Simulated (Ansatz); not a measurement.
All values below come from frozen-core CCSD(T)/def2-TZVPP // PBE0-D3(BJ)/def2-TZVP (Ansatz, a first-principles code).

Ansatz 0.2 input:
```yaml
crystal:
  periodic: [false, false, false]
  atoms:
    - { symbol: N, position_ang: [-0.206171, 1.964912, -0.486712] }
    - { symbol: In, position_ang: [-0.001231, 0.001937, -0.028616] }
    - { symbol: N, position_ang: [-1.591138, -1.249073, -0.140502] }
    - { symbol: N, position_ang: [1.837004, -0.746926, 0.383009] }
    - { symbol: H, position_ang: [-1.109905, 2.37796, -0.305484] }
    - { symbol: H, position_ang: [0.505063, 2.581833, -0.12062] }
    - { symbol: H, position_ang: [-1.515616, -2.108376, 0.385287] }
    - { symbol: H, position_ang: [-2.497702, -0.84296, 0.042346] }
    - { symbol: H, position_ang: [2.61936, -0.229143, 0.008099] }
    - { symbol: H, position_ang: [1.973655, -1.724953, 0.169642] }
basis:
  gaussian: { orbitals: def2-TZVPP }
correlation:
  method: ccsd_t
```

Output:

```
Functional definition: HF
1525 factors; integrals over basis functions are off by at most 1.0e-3 eV
mean field evaluation 1: about -9684.2786 eV, gradient 5.9e1 eV
mean field evaluation 2: about -9684.3323 eV, gradient 5.9e1 eV
mean field evaluation 4: about -9691.0414 eV, gradient 3.1e0 eV
mean field evaluation 8: about -9691.0893 eV, gradient 2.3e-1 eV
mean field evaluation 16: about -9684.2786 eV, gradient 5.9e1 eV
mean field -9691.08954867 eV, -356.1409720572 hartree, gradient 2.1e-6 eV, S^2 0.000000; 0 other end points of the search recorded, 0 dependent functions left out
7 core orbitals not correlated
reference -9691.08954867 eV, -356.1409720572 hartree; 17, 17 occupied and 203, 203 virtual orbitals, 1525 factors
second order -25.81331209 eV of doubles, -0.00000000 eV of singles
cycle   1  -25.44321009 eV  change    3.7e-1 eV  update   1.1e-1
cycle   2  -26.01883456 eV  change   -5.8e-1 eV  update   3.3e-2
cycle   3  -26.15524227 eV  change   -1.4e-1 eV  update   1.9e-2
cycle   4  -26.14362789 eV  change    1.2e-2 eV  update   5.5e-3
cycle   5  -26.14050626 eV  change    3.1e-3 eV  update   2.8e-3
cycle   6  -26.14143554 eV  change   -9.3e-4 eV  update   9.6e-4
cycle   7  -26.14094682 eV  change    4.9e-4 eV  update   4.3e-4
cycle   8  -26.14085950 eV  change    8.7e-5 eV  update   1.5e-4
cycle   9  -26.14095413 eV  change   -9.5e-5 eV  update   6.8e-5
cycle  10  -26.14094753 eV  change    6.6e-6 eV  update   2.5e-5
perturbative correction -0.97700189 eV, -0.0359041572 hartree
Total energy: -9718.20749809 eV, -357.1375383172 hartree
```

Cost: about 6 core-minutes (a rough figure).
